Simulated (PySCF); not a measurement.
# Löwdin shares of the frontier orbitals

C₅H₆F₂OSi.
Bonds: C1–C2, C2–C3 (double), C3–C4, C4–C5 (double), C5–O6, O6–Si7, Si7–F8, Si7–F9, C2–Si7. Hydrogens: H10, H11, H12 on C1; H13 on C3; H14 on C4; H15 on C5.

Method used: TDDFT CAM-B3LYP/def2-SVPD, vertical, gas phase, core orbitals frozen in the response in PySCF 2.14.0, density-fitted response routines. Isolated species at its GFN2-xTB geometry, gas phase.

Frontier orbitals with the atoms that hold most of them (Löwdin shares over 4%, at most four atoms; ? is withheld):

| orbital | ε (eV) | atoms |
| --- | --- | --- |
| HOMO-3 | -12.18 | C1 25%, C3 15%, C2 13%, C4 12% |
| HOMO-2 | -10.64 | C3 28%, C4 20%, C2 15%, O6 15% |
| HOMO-1 | -10.62 | C2 22%, O6 20%, Si7 13%, C1 9% |
| HOMO | -8.08 | ? |
| LUMO | -0.36 | C2 22%, C3 22%, C5 17%, C4 12% |
| LUMO+1 | 1.02 | Si7 26%, C1 13%, C3 8%, C4 7% |
| LUMO+2 | 1.44 | C4 14%, H14 12%, Si7 10%, H13 9% |

(1) Give the leading atoms of the HOMO.

(2) The HOMO–LUMO gap is 7.72 eV. Where does the response calculation put the lowest singlet, and from which orbitals?

(3) One configuration dominates each of S1 and S2. Which, and how do the shares of the two leading atoms of either orbital change from the occupied to the empty one?

## Answers

(1) C4 (bonded to 2 C and H) 21%; C5 (bonded to C, O and H) 21%; C2 (bonded to 2 C and Si) 20%; C3 (bonded to 2 C and H) 12%.

(2) S1 is at 4.91 eV (f = 0.229), 2.81 eV below the gap, made of HOMO→LUMO (97%). Without the coupling terms of the response equations the lowest excitation would equal the gap.

(3) 
- S1 (4.91 eV, f 0.229), HOMO→LUMO (97%): C4 21% → 12%, C5 21% → 17%, C2 20% → 22%, C3 12% → 22%
- S2 (6.28 eV, f 0.0012), HOMO→LUMO+1 (80%): C4 21% → 7%, C5 21% → at most 8%, Si7 at most 12% → 26%, C1 at most 12% → 13%

Hardware: one thread, AMD EPYC 9R45 (x86_64), shared host with 192 logical CPUs at a one-minute load of 55. Cost: 29 s wall, 1.1 GiB resident at most.
